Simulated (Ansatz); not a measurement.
A nudged elastic band was laid between two geometries of ClFH2Si + FH (7 atoms, charge 0, multiplicity 1).

Method: RKS PBE-D4/def2-SVP in Ansatz 0.2.0.

```
movable images  : 5
climbing image  : yes
spring          : 5.0 eV/Å²
optimiser       : quadratic models (default)
start path      : through a guess of the saddle point
force threshold : 0.03 eV/Å
iteration limit : 60
end points      : relaxed
```

Image 0:

```xyz
7
Properties=species:S:1:pos:R:3
Si -0.074 -0.274 0.014
H -0.199 -0.652 1.448
H 1.300 -0.130 -0.541
Cl -1.128 1.517 -0.310
F -0.851 -1.406 -0.869
F 1.194 1.741 1.528
H 0.476 2.187 1.105
```

Image 6:

```xyz
7
Properties=species:S:1:pos:R:3
Si 0.294 0.472 -0.733
H -0.228 0.068 2.683
H 1.276 -0.302 -1.531
Cl -1.106 1.386 -1.911
F -0.464 -0.517 0.307
F 1.059 1.596 0.146
H -0.113 0.279 3.413
```

(1) What changes between the two ends?

(2) Give the energies along the band, and the barrier.

(3) What is the geometry of the highest image?

The band took 16 iterations and about 3 core-minutes.

Answers

(1) Bonds broken: Si1–H2, F6–H7. Bonds formed: Si1–F6, H2–H7. ClFH2Si + FH becomes ClF2HSi + H2.

(2) The run converged. The highest image is number 3 of 0 to 6, 23.8 kcal/mol above the first end and 48.4 kcal/mol above the last; the last end lies 24.6 kcal/mol below the first. Neighbouring images differ by up to 1.6 eV, so the band resolves the path poorly. A vibrational analysis at the climbing image gives one clearly imaginary mode, 873i cm⁻¹: a first-order saddle point. The orbitals stay closed-shell, which can raise the energy where a bond breaks towards radicals; this wasn't checked here.

```tsv
image	path coordinate (Å)	energy (kcal/mol)	Si1–H2 (Å)	F6–H7 (Å)	Si1–F6 (Å)
0	0.00	0.0	1.49	0.94	2.82
1	0.87	2.7	1.49	0.94	2.80
2	1.73	5.5	1.52	0.95	2.61
3	2.60	23.8	1.70	1.21	1.92
4	3.76	-13.2	2.57	1.92	1.64
5	4.93	-24.3	3.57	2.58	1.62
6	6.09	-24.6	3.48	3.71	1.62
```

(3) 
```xyz
7
Properties=species:S:1:pos:R:3
Si 0.094 0.262 -0.048
H -0.184 -0.081 1.596
H 1.370 0.010 -0.764
Cl -1.232 1.635 -0.819
F -0.692 -1.164 -0.290
F 0.986 1.577 1.038
H 0.375 0.743 1.661
```

Run time: 3.1 min on 1 thread of Arm Neoverse V1, with other jobs on the host, peak memory 0.14 GiB.
